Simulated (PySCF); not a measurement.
# Ionisation energy of Tc⁴¹⁺ by level of theory

Tc⁴¹⁺ 1s2 (1S) → Tc⁴²⁺ 1s1 (2S), as a difference of total energies. Computed with PySCF 2.14 in an uncontracted even-tempered set (17 s from 72 bohr⁻², ratio 2.2; 7 p from 110 bohr⁻², ratio 2.4; 4 d from 330 bohr⁻², ratio 2.4; 3 f from 490 bohr⁻², ratio 2.4; 3 g from 740 bohr⁻², ratio 2.4), with scalar relativity by spin-free X2C-1e. Correlated levels: nothing frozen; virtual orbitals above 40 to 60 times the deepest correlated orbital energy dropped. The calculations carry no spin-orbit coupling.

| method | ionisation energy (eV) |
| --- | --- |
| UHF | 25037.4 |
| MP2 (all electrons) | 25038.8 |
| SCS-MP2 (all electrons) | 25039.1 |
| CCSD (all electrons) | 25038.9 |

For this ion Breit and QED terms and the two-electron picture change, all absent here, outweigh the differences among the correlated methods.

With two correlated electrons CCSD is exact in that space.

For comparison: 25004.5 eV (theoretical estimate listed by NIST; NIST Atomic Spectra Database, ionization energies).
